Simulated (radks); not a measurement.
Excited configurations of the cadmium ion Cd+: one electron is placed in a higher orbital outside [Kr] 4d10. The ground configuration is [Kr] 4d10 5s1. Calculated with a radial shooting solver on a logarithmic mesh with Libxc functionals: scalar-relativistic Kohn-Sham, LDA (Slater exchange, Perdew-Wang correlation), spin-polarised, spherical densities, finite nucleus; open shells are filled with parallel spins first (spin-orbit coupling, left out, can overturn this in heavy ions); Fermi nuclear charge, rms radius 4.6087 fm. Excitation = E - E(ground); binding = E(ion) - E, where the ion is the core of charge +2; n* = 2/sqrt(2 binding) in atomic units, and the quantum defect is n - n*.

outer orbital  excitation (eV)  binding (eV)     n*  quantum defect  eigenvalue (eV)
4f                      14.158         3.559  3.911           0.089           -2.578
5d                      11.751         5.966  3.020           1.980           -4.372
5f                      15.339         2.378  4.784           0.216           -1.834
6s                      10.681         7.036  2.781           3.219           -5.617
6p                      12.214         5.503  3.145           2.855           -4.338
6d                      14.214         3.503  3.942           2.058           -2.722
6f                      16.028         1.689  5.676           0.324           -1.341
7s                      13.821         3.897  3.737           3.263           -3.150
7d                      15.418         2.299  4.866           2.134           -1.836
7f                      16.459         1.258  6.577           0.423           -1.017

The Delta-SCF ionisation energy is 17.717 eV (NIST Atomic Spectra Database: 16.908 eV, measured). Self-interaction in the functional shifts the binding energies and quantum defects, so they are the method's values and not measured ones.
